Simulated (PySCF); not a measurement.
A series of derivatives of Cl[SiH]1CC[SiH2]O1

Parent skeleton `[Cl:1][SiH:2]1[CH2:3][CH2:4][SiH2:5][O:6]1`; one hydrogen on atom 3 is replaced by X. Hydrogens on one atom are averaged.

PySCF calculation with shieldings: GIAO PBE0/pcSseg-1 and GFN2-xTB geometry; non-relativistic, fast rotation and ring inversion assumed for equivalent nuclei, single conformer, no solvent.

Shifts are taken against calculated references (same method and geometry level): 35Cl vs HCl; TMS for 29Si and 13C and 1H; 17O vs H2O.

**Question.** Give δ (ppm) for X = nPr, allyl, OCH3, OCOCH3, CHCl2, OCHO, CCl3, COCH3, isopropenyl.

**Answer.** 
| X | SMILES | Cl1 | Si2 | C3 | C4 | Si5 | O6 | H(Si2) | H(C3) | H(C4) |
| --- | --- | --- | --- | --- | --- | --- | --- | --- | --- | --- |
| nPr | CCC[C@@H]1C[SiH2]O[Si@@H]1Cl | 31.3 | 9.3 | 29.2 | 18.9 | -5.1 | 76.8 | 5.53 | 1.47 | 1.06 |
| allyl | C=CC[C@@H]1C[SiH2]O[Si@@H]1Cl | 29.9 | 9.0 | 31.6 | 18.1 | -4.7 | 77.6 | 5.35 | 1.27 | 1.08 |
| OCH3 | CO[C@@H]1C[SiH2]O[Si@@H]1Cl | 22.7 | 3.6 | 75.9 | 22.1 | -5.5 | 64.5 | 5.42 | 3.17 | 1.25 |
| OCOCH3 | CC(=O)O[C@@H]1C[SiH2]O[Si@H]1Cl | 21.6 | -26.8 | 73.1 | 19.4 | -20.5 | 92.1 | 5.50 | 3.84 | 1.42 |
| CHCl2 | ClC(Cl)[C@@H]1C[SiH2]O[Si@@H]1Cl | 29.7 | 1.0 | 47.8 | 17.6 | -2.0 | 81.8 | 5.41 | 2.00 | 1.18 |
| OCHO | O=CO[C@@H]1C[SiH2]O[Si@@H]1Cl | 40.1 | -21.9 | 69.6 | 14.4 | -19.2 | 85.2 | 5.51 | 3.72 | 1.57 |
| CCl3 | Cl[Si@@H]1O[SiH2]C[C@@H]1C(Cl)(Cl)Cl | 55.1 | -3.7 | 58.2 | 17.3 | -3.0 | 81.1 | 5.43 | 2.55 | 1.71 |
| COCH3 | CC(=O)[C@@H]1C[SiH2]O[Si@H]1Cl | 56.7 | -1.0 | 52.4 | 16.5 | 0.9 | 69.3 | 5.20 | 2.98 | 1.09 |
| isopropenyl | C=C(C)[C@@H]1C[SiH2]O[Si@@H]1Cl | 35.3 | 9.7 | 39.3 | 16.7 | -5.7 | 77.7 | 5.43 | 2.46 | 1.23 |

**Question.** Which position responds most, and to which substituents?

**Answer.** C3: from 29.2 ppm with nPr to 75.9 ppm with OCH3.

Experimental scales use liquid or dissolved standards, which lie at an offset from isolated H2O (liquid H2O: subtract about 36 ppm).
